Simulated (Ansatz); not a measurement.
Input (CCSDT(Q)/cc-pVDZ; Ansatz, a quantum-chemistry and plane-wave program):

Ansatz 0.2 input:
```yaml
crystal:
  periodic: [false, false, false]
  atoms:
    - {symbol: B, position_ang: [0.67240548, -1.20040531, -0.48386460]}
    - {symbol: H, position_ang: [0.18067057, -1.62266242, -1.50232562]}
    - {symbol: H, position_ang: [1.60880245, -1.76975038, 0.00586107]}
    - {symbol: N, position_ang: [0.15809581, -0.10475185, 0.07357645]}
    - {symbol: C, position_ang: [-0.61766927, 1.02095624, 0.35820614]}
    - {symbol: H, position_ang: [-1.14030356, 0.92954174, 1.31564344]}
    - {symbol: H, position_ang: [-0.02435433, 1.94082925, 0.35755617]}
    - {symbol: H, position_ang: [-1.38749759, 1.13159388, -0.42168406]}
basis:
  gaussian:
    orbitals: cc-pVDZ
magnetization: {spin_polarized: true, initial_magnetization: 1}
correlation: {method: ccsdt_q, electrons: outside_noble_gas}
```

Output:

```
Functional definition: HF
integrals: 0.09 GiB planned
1286 factors; integrals over basis functions are off by at most 1.8e-7 eV
mean field: 0.23 GiB planned
mean field evaluation 1: about -3259.4295 eV, gradient 1.8e1 eV
mean field evaluation 2: about -3259.5403 eV, gradient 1.8e1 eV
mean field evaluation 4: about -3262.0589 eV, gradient 3.4e0 eV
mean field evaluation 8: about -3262.2581 eV, gradient 2.4e-1 eV
mean field evaluation 16: about -3262.2603 eV, gradient 2.8e-5 eV
mean field evaluation 32: about -3260.4057 eV, gradient 2.5e0 eV
mean field -3262.26026836 eV, -119.8858536229 hartree, gradient 2.0e-6 eV, S^2 0.779528; 1 other end points of the search recorded, 0 dependent functions left out
determinant -3262.26026836 eV, -119.8858536229 hartree, with singles and doubles -3273.53880962 eV, -120.3003323694 hartree
determinant -3260.50260385 eV, -119.8212606434 hartree, with singles and doubles -3271.46418330 eV, -120.2240912583 hartree
3 core orbitals not correlated
reference -3262.26026836 eV, -119.8858536229 hartree; 9, 8 occupied and 55, 56 virtual orbitals, 1286 factors
second order -9.98393957 eV of doubles, -0.00000000 eV of singles
coupled cluster: 4.15 GiB planned
cycle   1  -10.79470855 eV  change   -8.1e-1 eV  update   9.7e-2
cycle   2  -11.36111581 eV  change   -5.7e-1 eV  update   4.1e-2
cycle   3  -11.64293091 eV  change   -2.8e-1 eV  update   2.8e-2
cycle   4  -11.62374459 eV  change    1.9e-2 eV  update   1.4e-2
cycle   5  -11.63336609 eV  change   -9.6e-3 eV  update   7.8e-3
cycle   6  -11.64419577 eV  change   -1.1e-2 eV  update   3.4e-3
cycle   7  -11.64274838 eV  change    1.4e-3 eV  update   1.6e-3
cycle   8  -11.64310671 eV  change   -3.6e-4 eV  update   8.2e-4
cycle   9  -11.64387485 eV  change   -7.7e-4 eV  update   4.0e-4
cycle  10  -11.64357873 eV  change    3.0e-4 eV  update   2.2e-4
cycle  11  -11.64380555 eV  change   -2.3e-4 eV  update   1.3e-4
cycle  12  -11.64382460 eV  change   -1.9e-5 eV  update   6.6e-5
cycle  13  -11.64386673 eV  change   -4.2e-5 eV  update   3.5e-5
cycle  14  -11.64389066 eV  change   -2.4e-5 eV  update   1.6e-5
cycle  15  -11.64389668 eV  change   -6.0e-6 eV  update   8.1e-6
cycle  16  -11.64389348 eV  change    3.2e-6 eV  update   4.3e-6
cycle  17  -11.64389184 eV  change    1.6e-6 eV  update   2.0e-6
perturbative correction -0.02128824 eV, -0.0007823283 hartree
Total energy: -3273.92544844 eV, -120.3145410839 hartree
```
